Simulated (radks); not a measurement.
Spherical quantum dot in the effective-mass picture: electrons in a parabolic well V = omega^2 r^2 / 2 with omega = 0.594, with a point charge +1 (a donor) at the centre, all in effective atomic units (hartree* = m*/eps^2 hartree, bohr* = eps/m* bohr), one dielectric constant everywhere. Calculated with a radial shooting solver with Libxc functionals: non-relativistic Kohn-Sham, LDA (Slater exchange, Perdew-Wang correlation), spin-polarised, spherical densities. Levels are named by radial order and angular momentum (1s, 1p, 1d, 2s, ...), and open shells are averaged over m. Each electron was tried in the lowest free levels, single moves between levels near the top were tried too, and the lowest total energy was kept; such a search can miss a lower state. At N = 1 the Hartree and exchange-correlation terms need not cancel, so that row can carry a self-interaction error.

N        open shells  2S  E (hartree*)  mu = E(N) - E(N-1) (hartree*)  addition energy mu(N+1) - mu(N) (hartree*)  e(HOMO) (hartree*)
1   1s(up 1, down 0)   1     -0.144852                       -0.14485                                      0.7532             0.15897
2               none   0      0.463541                        0.60839                                       1.255             0.87525
3   1p(up 1, down 0)   1       2.32736                         1.8638                                      0.3723              2.0484
4   1p(up 2, down 0)   2       4.56345                         2.2361                                      0.3724              2.4234
5   1p(up 3, down 0)   3       7.17197                         2.6085                                      0.4564              2.7922
6   1p(up 3, down 1)   2       10.2369                         3.0649                                      0.3305              3.2296
7   1p(up 3, down 2)   1       13.6323                         3.3954                                      0.3298              3.5610
8               none   0       17.3575                         3.7252                                      0.5987              3.8885
9   2s(up 1, down 0)   1       21.6814                         4.3239                                      0.3417              4.4758
10              none   0       26.3470                         4.6656                                      0.3719              4.8160
11  1d(up 1, down 0)   1       31.3845                         5.0375                                      0.2771              5.1765
12  1d(up 2, down 0)   2       36.6991                         5.3146                                      0.2741              5.4522
13  1d(up 3, down 0)   3       42.2878                         5.5887                                      0.2708              5.7246
14  1d(up 4, down 0)   4       48.1472                         5.8595                                      0.2674              5.9938
15  1d(up 5, down 0)   5       54.2741                         6.1269                                      0.3253              6.2594
16  1d(up 5, down 1)   4       60.7263                         6.4522                                      0.2538              6.5794
17  1d(up 5, down 2)   3       67.4323                         6.7060                                      0.2518              6.8323
18  1d(up 5, down 3)   2       74.3901                         6.9578                                      0.2495              7.0829
19  1d(up 5, down 4)   1       81.5974                         7.2073                                      0.2470              7.3312
20              none   0       89.0517                         7.4543                                      0.5548              7.5770
21  1f(up 1, down 0)   1       97.0608                         8.0092                                      0.2300              8.1244
22  1f(up 2, down 0)   2       105.300                         8.2392                                      0.2283              8.3536
23  1f(up 3, down 0)   3       113.768                         8.4675                                      0.2266              8.5811
24  1f(up 4, down 0)   4       122.462                         8.6941                                      0.2248              8.8069
25  1f(up 5, down 0)   5       131.381                         8.9190                                      0.2231              9.0308
26  1f(up 6, down 0)   6       140.523                         9.1421                                      0.2213              9.2530
27  1f(up 7, down 0)   7       149.886                         9.3634                                      0.2713              9.4735
28  1f(up 7, down 1)   6       159.521                         9.6347                                      0.2144              9.7421
29  1f(up 7, down 2)   5       169.370                         9.8490                                      0.2131              9.9558
30  1f(up 7, down 3)   4       179.432                         10.062                                      0.2118              10.168
31  1f(up 7, down 4)   3       189.706                         10.274                                      0.2105              10.379
32  1f(up 7, down 5)   2       200.190                         10.484                                      0.2091              10.589
33  1f(up 7, down 6)   1       210.884                         10.694                                      0.2077              10.798
34              none   0       221.785                         10.901                                      0.2533              11.005
35  2p(up 1, down 0)   1       232.940                         11.155                                      0.2098              11.260
36  2p(up 2, down 0)   2       244.304                         11.364                                      0.2090              11.469
37  2p(up 3, down 0)   3       255.877                         11.573                                      0.2386              11.677
38  2p(up 3, down 1)   2       267.689                         11.812                                           -              11.914

All shells are closed at N = 2, 8, 10, 20, 34 (there: 1s2 1p6 1d10 2s2 1f14); the second difference of the energy has clear peaks (12 % above both neighbours; the first and last values, which can be the largest, are not judged, and half-filled shells can peak too) at N = 2, 5, 8, 15, 20, 27, 34.
